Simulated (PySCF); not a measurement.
Does the answer move with the share of exact exchange?

Compound: C2H6Cl2SSi.
SMILES: `CS[SiH2]C(Cl)Cl`

Torsions of this conformer, `[CH3:1][S:2][SiH2:3][CH:4]([Cl:5])[Cl:6]`: C1–S2–Si3–C4 159°, S2–Si3–C4–Cl5 58°.

PySCF, def2-SVPD basis, density fitting, gas phase, PBE0-D3(BJ)/def2-SVP geometry; singlet excitations by full TDDFT with frozen cores, triplets by Tamm–Dancoff TDDFT and ionisation energies by ΔSCF, from the lowest of the holes tried. One functional is left out:

```csv
functional,exact exchange (%),HOMO energy (eV),LUMO energy (eV),lowest singlet excitation (eV),lowest triplet excitation (eV),dipole moment (D),mean polarisability (au),vertical ionisation energy (eV)
LDA,0,-6.06,-1.77,4.34,4.24,2.683,108.2,9.96
PBE,0,-5.99,-1.61,4.43,4.32,2.655,106.8,9.84
B3LYP,20,-6.96,-0.85,5.16,4.92,2.724,103.3,9.14
BHandHLYP,50,-8.27,0.33,5.71,5.33,2.854,99.4,9.19
```

Problem. Predict the row of PBE0 (25 % exact exchange) by straight lines through the other rows, and check it.

Solution. 
```tsv
property	line	computed	computed − line	B3LYP (20 %), for comparison
HOMO energy (eV)	-7.16	-7.20	-0.04	-6.96
LUMO energy (eV)	-0.67	-0.64	+0.03	-0.85
lowest singlet excitation (eV)	5.11	5.30	+0.19	5.16
lowest triplet excitation (eV)	4.86	5.00	+0.14	4.92
dipole moment (D)	2.757	2.781	+0.024	2.724
mean polarisability (au)	103.2	102.3	-0.9	103.3
vertical ionisation energy (eV)	9.42	9.16	-0.26	9.14
```
